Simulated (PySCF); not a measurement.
**Excited states of Ga⁺ (gallium, charge +1)**

Ground state [Ar] 3d10 4s2, ¹S. All numbers are calculated (PySCF 2.14, the non-relativistic Hamiltonian (point nucleus), in def2-TZVP (6s5p4d1f, 48 functions)). Vertical excitation energies in eV without spin-orbit coupling; excited terms of each kind are numbered among those the solver found. Frozen: [Ar].

| term | leading excitation | EOM-EE-CCSD | measured centre of gravity (NIST) |
| --- | --- | --- | --- |
| 1 3P° | 4s → p | 5.441 | 5.986 (4s4p) |
| 1 1P° | 4s → p | 8.439 | 8.766 (4s4p) |
| 1 3S | 4s → s | 13.982 | 12.763 (4s5s) |
| 1 3D | 4s → d | 14.435 | 14.116 (4s4d) |
| 1 1S | 4s → s | 15.131 | 13.224 (4s5s) |
| 2 3P° | 4s → p | 16.116 | n/a |
| 2 1P° | 4s → p | 16.733 | n/a |
| 1 1D | 4s → d | 16.733 | n/a |

Only the lower part of the computed list is shown. Doubly excited terms such as np² are absent. The solver can miss terms. Rydberg members are limited by the diffuse functions of the basis.
